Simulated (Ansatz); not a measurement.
Isolated molecules relaxed with PBE0-D4/def2-TZVP in Ansatz; ΔE leaves out vibrations. CCSD(T)/CBS adds triple-zeta CCSD(T) − MP2 to the extrapolated MP2 energy (def2 sets, frozen cores). This one scheme is used for every species. DFT in def2-TZVPP. B3LYP here is the variant with VWN-RPA as its local correlation; programs differ in this. For Br outer-core shells are correlated without core-valence functions, which leaves a few kJ/mol of doubt a bond. Scalar relativity is left out up to krypton. One conformer a species, not always the lowest.

Reaction (ligand exchange at the Si–C bond): `O=C[SiH2]Br` + `OCF` → `FCO[SiH2]Br` + `C=O`

| level | ΔE (kJ/mol) | difference from CCSD(T)/CBS |
| --- | --- | --- |
| B3LYP-D4 | -112.0 | 1.5 |
| ωB97M-V | -112.6 | 0.9 |
| B2PLYP | -113.4 | 0.1 |
| B3LYP | -108.0 | 5.5 |
| MP2/def2-TZVPP | -118.8 | -5.3 |
| SCS-MP2/def2-TZVPP | -119.5 | -6.0 |
| CCSD/def2-TZVPP | -116.6 | -3.1 |
| CCSD(T)/def2-TZVPP | -114.3 | -0.8 |
| HF/def2-QZVPP | -129.1 | -15.6 |
| HF/CBS(def2) | -129.2 | -15.7 |
| CCSD(T)/CBS | -113.5 | 0 |

Largest T1 diagnostic among the species: 0.015.

From PBE to PBE0 (25 % exact exchange), in def2-TZVPP and without D4, ΔE moves by −8.4 kJ/mol. The D4 term adds −3.9 kJ/mol with B3LYP and −2.2 kJ/mol with PBE0; it sums over pairs of atoms, weighted by their polarisabilities, and B3LYP, whose exchange is more repulsive, gets the larger term. In def2-TZVPP, CCSD(T) changes the Hartree–Fock value by +13.8 kJ/mol (the triples alone add +2.3 kJ/mol) and MP2 by +9.3 kJ/mol.
